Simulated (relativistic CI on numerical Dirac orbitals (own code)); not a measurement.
Computed by Dirac-Coulomb-Breit CI, orbitals from a KLI potential per configuration, model QED (radiative potential, 1s self-energy scaled to tabulated hydrogen-like ionisation energies), unscaled Slater integrals (own radial code, finite nucleus).

CI space (outside the closed core [Ne]): 3s²3p², 3s²3p3d, 3s3p³, 3s²3d², 3p⁴, 3s3p²3d, 3p²3d², 3s3p3d², 3p³3d, 3s²3d4s, 3s²3d4p, 3s3p3d4s, 3s²3p4s, 3p³4s, 3s3p3d4p, 3p³4p, 3s²3p4p, 3p²3d4s, 3s²3p4d, 3s²3p4f, 3p²3d4p, 3s3p²4s, 3s3p²4p, 3s3p²4d, 3s3p²4f, 3s²4s², 3s²3p5s, 3s²3p5p, 3s²4s4p, 3s²3p5d, 3s²3p5f, 3s²3p5g, 3s²4p², 3s3p4s², 3s3p4s4p, 3s3p²5s. Levels of other configurations are missing.

At this charge energies of transitions that change n are usually good to better than 1 %, and those within a shell (Δn = 0) to a few per cent.

Outline of the computed level scheme of Hg LXVII. Lowest level of each configuration: 3s²3p² ³P0 at 0.00 eV; 3s3p³ ³P°2 at 702.88 eV; 3s²3p3d ³F°2 at 753.68 eV; 3s3p²3d ³D1 at 951.40 eV; 3p⁴ ³P2 at 1453.89 eV.

Some strong electric-dipole decays among the lowest 45 levels: 3s²3p3d ³D°1 → 3s²3p² ³P0 (9.2e+12 s⁻¹); 3s3p²3d ³D1 → 3s3p³ ³D°1 (8.4e+12 s⁻¹); 3s²3p3d ³P°1 → 3s²3p² ³P1 (7.2e+12 s⁻¹); 3s²3p3d ³D°2 → 3s²3p² ¹D2 (7.1e+12 s⁻¹); 3s²3p3d ³P°0 → 3s²3p² ³P1 (6.5e+12 s⁻¹); 3s3p²3d ³D2 → 3s3p³ ³P°2 (6.2e+12 s⁻¹); 3s3p²3d ³P0 → 3s3p³ ³D°1 (5.3e+12 s⁻¹); 3s3p²3d ³D1 → 3s²3p3d ³F°2 (5.1e+12 s⁻¹).

LS names give the leading component of a level, which can be under half, so a name can repeat, a term be missing and a line seem to break the LS rules.
